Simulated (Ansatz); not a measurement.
## Loss of CH4: GaH(CH3)2(NH3) → GaH(CH3)(NH2) + CH4

Species: GaH(CH3)2(NH3), singlet; GaH(CH3)(NH2), singlet; CH4 (methane) `C`, singlet. This is a balance of energies; it says nothing on the path, which may need atoms to shift.

Shapes, held fixed at every level: PBE0-D4/def2-TZVP. Programs: Ansatz 0.2.0. The zero-point and thermal change to 298 K, harmonic and unscaled (PBE0-D4/def2-TZVP), is -8.1 kJ/mol.

```tsv
level	kind	ΔH(298 K) (kJ/mol)	less CCSD(T)/def2-TZVPP
HF/def2-TZVPP	Hartree–Fock	-16.5	-29.1
B3LYP-D4/def2-TZVPP	global hybrid	+0.8	-11.8
PBE0-D4/def2-TZVPP	global hybrid	+12.5	-0.1
MP2/def2-SVP	perturbation theory	+13.5	+0.9
MP2/def2-TZVPP	perturbation theory	+12.3	-0.3
CCSD(T)/def2-SVP	coupled cluster or CI	+12.2	-0.4
CCSD(T)/def2-TZVPP	coupled cluster or CI	+12.6	0.0
```

The highest level, CCSD(T)/def2-TZVPP, gives ΔH(298 K) = +12.6 kJ/mol; the levels span -16.5 to +13.5. They disagree on the sign: 6 of 7 are positive. The column of differences is taken from that level and isn't an error. No measured value is set beside it here. Relativity is left out for Ga. Outer-core shells of Ga are correlated, in sets that cover them unevenly.
